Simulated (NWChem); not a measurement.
System meant: CH₄OSTe; SMILES CO[Te]S

NWChem input:

```
start job
memory heap 200 mb stack 900 mb global 1100 mb
geometry units angstroms noautoz
  Te    -0.639051     0.003950     0.046198
  O      0.464938    -1.559456     0.613244
  C      1.353793    -2.105883    -0.326868
  H      2.161016    -1.400239    -0.596379
  H      1.815850    -2.988847     0.144410
  H      0.851352    -2.429274    -1.257471
  S      1.026764     1.720978    -0.082419
  H      1.031829     2.074672     1.224687
end
basis spherical
  Te library def2-svp
  O library def2-svp
  C library def2-svp
  H library def2-svp
  S library def2-svp
end
dft
  xc xpbe96 cpbe96
  iterations 150
  mulliken
end
task dft energy
```

End of the output:

```
             Grid Information
             ----------------
          Grid used for XC integration:  medium
          Radial quadrature: Mura-Knowles
          Angular quadrature: Lebedev.
          Tag              B.-S. Rad. Rad. Pts. Rad. Cut. Ang. Pts.
          ---              ---------- --------- --------- ---------
          Te                  1.40      123          11.0       590
          O                   0.60       49          10.0       434
          C                   0.70       49          11.0       434
          H                   0.35       45          12.0       434
          S                   1.00       88          12.0       590
          Grid pruning is: on
          Number of quadrature shells:   489
          Spatial weights used:  Erf1

          Convergence Information
          -----------------------
          Convergence aids based upon iterative change in
          total energy or number of iterations.
          Levelshifting, if invoked, occurs when the
          HOMO/LUMO gap drops below (HL_TOL):  1.00D-02
          DIIS, if invoked, will attempt to extrapolate
          using up to (NFOCK): 10 stored Fock matrices.

                    Damping( 0%)  Levelshifting(0.5)       DIIS
                  --------------- ------------------- ---------------
          dE  on:    start            ASAP                start
          dE off:    2 iters        150 iters           150 iters

      Screening Tolerance Information
      -------------------------------
          Density screening/tol_rho:  1.00D-10
          AO Gaussian exp screening on grid/accAOfunc:  14
          CD Gaussian exp screening on grid/accCDfunc:  20
          XC Gaussian exp screening on grid/accXCfunc:  20
          Schwarz screening/accCoul:  1.00D-08

      Superposition of Atomic Density Guess
      -------------------------------------

      charge =      52.0 Te (Tellurium)

      symmetry species            s     p     d     f
      number of basis functions =10     7     6
      number of cont. functions = 4     4     2
      number of closed shells   = 5     3     2
      number of open shells     = 0     1     0
      open shell occupation     = 0     4     0
 ------------------------------------------------------------------------
 atomscf:atomd: error in atom scf                   0
 ------------------------------------------------------------------------
 ------------------------------------------------------------------------
  current input line :
    25: task dft energy
 ------------------------------------------------------------------------
 ------------------------------------------------------------------------
 This error has not yet been assigned to a category
 ------------------------------------------------------------------------
 For more information see the NWChem manual at https://nwchemgit.github.io

0:atomscf:atomd: error in atom scf:Received an Error in Communication
```

Can this run be used? If not, why, and what is the fix?

The run crashed. Cause: the def2 basis of a heavy element holds valence functions alone and wants its effective core potential (without it all electrons must fit into that basis). This input runs:
```
start job
memory heap 200 mb stack 900 mb global 1100 mb
geometry units angstroms noautoz
  Te    -0.639051     0.003950     0.046198
  O      0.464938    -1.559456     0.613244
  C      1.353793    -2.105883    -0.326868
  H      2.161016    -1.400239    -0.596379
  H      1.815850    -2.988847     0.144410
  H      0.851352    -2.429274    -1.257471
  S      1.026764     1.720978    -0.082419
  H      1.031829     2.074672     1.224687
end
basis spherical
  * library def2-svp
end
ecp
  Te library def2-ecp
end
dft
  xc xpbe96 cpbe96
  iterations 150
  mulliken
end
task dft energy
```
It converges to -781.40912 Ha (PBE/def2-SVP with def2 effective core potentials on Te).
